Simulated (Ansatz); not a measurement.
Relaxation of CH₁₀BNSi₂ (15 atoms, charge 0, multiplicity 1), to a largest force component of 0.015 eV/Å in at most 40 steps.

All numbers below come from Ansatz 0.2.0, RKS PBE0-D4/def2-SVP.

```xyz
15
Properties=species:S:1:pos:R:3
N -0.208 -0.728 2.077
B -0.403 -0.207 0.627
Si -1.206 1.549 0.251
C 0.090 -1.158 -0.572
Si 1.513 -0.505 -1.487
H -0.695 -1.700 2.046
H 0.826 -0.946 2.162
H -1.210 1.777 -1.195
H -2.520 1.629 0.884
H -0.325 2.588 0.895
H -0.843 -1.271 -1.255
H 0.289 -2.163 -0.147
H 1.144 0.841 -2.069
H 1.864 -1.416 -2.526
H 2.629 -0.372 -0.522
```

Where does it end, and by what steps?

It converged. The force dipped under the threshold on the way, but the program's further checks kept it going. After 25 steps the energy has fallen by 1.849 eV; H6 moved furthest, 1.42 Å.

```csv
step,energy less start (eV),largest force component (eV/Å),accepted
0,0.0000,3.040,yes
1,-0.4597,1.430,yes
2,-0.6353,0.874,yes
3,-0.7927,1.701,yes
4,-1.0054,2.188,yes
5,-1.3288,1.823,yes
6,-1.5782,1.046,yes
7,-1.7423,0.787,yes
8,-1.8032,0.594,yes
9,-1.8177,0.448,yes
10,-1.8253,0.212,yes
11,-1.8380,0.096,yes
12,-1.8406,0.038,yes
13,-1.8416,0.143,yes
14,-1.8434,0.057,yes
15,-1.8451,0.021,yes
16,-1.8457,0.128,yes
17,-1.8470,0.040,yes
18,-1.8475,0.025,yes
19,-1.8479,0.031,yes
20,-1.8480,0.053,yes
21,-1.8483,0.021,yes
22,-1.8483,0.009,yes
23,-1.8484,0.009,yes
24,-1.8485,0.014,yes
25,-1.8485,0.014,yes
```

```xyz
15
Properties=species:S:1:pos:R:3
N 0.219 -0.574 1.844
B -0.307 -0.240 0.595
Si -1.263 1.544 0.400
C -0.128 -1.209 -0.633
Si 1.457 -0.804 -1.572
H 0.704 -1.445 2.028
H 0.161 0.030 2.654
H -0.657 2.397 -0.675
H -2.703 1.345 0.026
H -1.240 2.344 1.672
H -0.958 -1.125 -1.354
H -0.057 -2.268 -0.324
H 1.471 0.625 -2.013
H 1.600 -1.670 -2.784
H 2.647 -1.033 -0.694
```

Run time: 2.5 min on 2 threads of AMD EPYC 7R43 64-Core Processor (Zen 3), with other jobs on the host, peak memory 0.34 GiB.
